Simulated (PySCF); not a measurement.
**Silicon: a sound run and one with changed settings**

Sound run: Si⁺ [Ne] 3s2 3p1, Si²⁺ [Ne] 3s2. All numbers are calculated (PySCF 2.14, the non-relativistic Hamiltonian (point nucleus), in 6-31G* (4s3p1d, 18 functions)). The sound run starts from symmetry-adapted Hartree-Fock orbitals and uses a fine grid where one is needed.

Changed run: radial step 0.8 in ln r (0.13 in the sound run). This setting is unsound on purpose.

```
species  method  sound run (hartree)  changed run (hartree)  converged
    Si⁺     UHF           -288.55052             -288.55052        yes
    Si⁺    PBE0           -288.92649             -288.98559        yes
    Si⁺   B3LYP           -289.07166             -289.15235        yes
   Si²⁺     UHF           -287.96908             -287.96908        yes
   Si²⁺    PBE0           -288.32151             -288.37204        yes
   Si²⁺   B3LYP           -288.46718             -288.53321        yes
```

Ionisation energy of Si⁺:

```csv
method,sound run (eV),changed run (eV)
UHF,15.822,15.822
PBE0,16.462,16.696
B3LYP,16.449,16.848
```

A coarse radial grid mis-integrates the density and the exchange-correlation energy, with errors of either sign; Hartree-Fock needs no grid.

For comparison, NIST gives 16.346 eV between the lowest levels.
